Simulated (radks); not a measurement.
Results of a calculation; reference values are marked as such.
Q: All-electron atom: S VIII in [He] 2s2 2p5. Level of theory: non-relativistic Kohn-Sham, LDA (Slater exchange, Perdew-Wang correlation), spin-unpolarised, spherical densities, point nucleus (a radial shooting solver on a logarithmic mesh with Libxc functionals). Some entries of the table are withheld. Estimate them.

| orbital | occ. | eigenvalue (hartree) | r(max) (bohr) |
|---|---|---|---|
| 1s | 2 | (1) | (2) |
| 2s | 2 | (3) | 0.3838 |
| 2p | 5 | -11.28581 | 0.3165 |
| 3s | 0 | -4.28357 | (4) |
| 3p | 0 | (5) | (6) |

A: 
(1) 1s eigenvalue (hartree): -94.05701
(2) 1s r(max) (bohr): 0.06387
(3) 2s eigenvalue (hartree): -13.12961
(4) 3s r(max) (bohr): 1.162
(5) 3p eigenvalue (hartree): -3.79325
(6) 3p r(max) (bohr): 1.175
